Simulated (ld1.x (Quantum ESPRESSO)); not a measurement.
Ranking RRKJ potentials for P (Z = 15)

All share these settings but for the change named:

phosphorus, norm-conserving RRKJ (Kleinman–Bylander form), made with ld1.x (Quantum ESPRESSO) 7.5 (LDA (PZ), non-relativistic). Core [Ne], reference 3s2 3p2.5 (charge +0.5). Waves: 3p (bound): rc 1.75 bohr; 3d channel at -0.15 Ry: rc 1.40 bohr; 3s (bound): rc 1.35 bohr. Local part: the s channel. Core correction: a·sin(br)/r model core inside 0.95 bohr. rho0 = 0.001.

Cutoff: the first of the cutoffs (Ry, on a coarse ladder) from which the occupation-weighted sum of valence levels, in a spherical-Bessel basis at the reference potential, stays within 10 and 1 mRy of its value at 400 Ry; the density cutoff is not measured.

The base gives 35 Ry.

Of 9 variants that were run, those that failed, showed a ghost or another fault, or gave nearly equal values are left out.

A variant can come out equal or close to the base.

Rank these variants from softest to hardest (loose cutoff).
A. all radii but the core radius scaled by about 0.90 (s 1.22, p 1.58, d 1.26 bohr)
B. wave 3s (bound): rc 1.35 bohr becomes 3s (bound): rc 1.14 bohr
C. local potential all-electron potential smoothed inside 1.65 bohr (lloc = -1)
D. wave 3d channel at -0.15 Ry: rc 1.40 bohr becomes 3d channel at -0.15 Ry: rc 1.26 bohr

C (30 Ry), D (35 Ry), A (50 Ry), B (60 Ry).
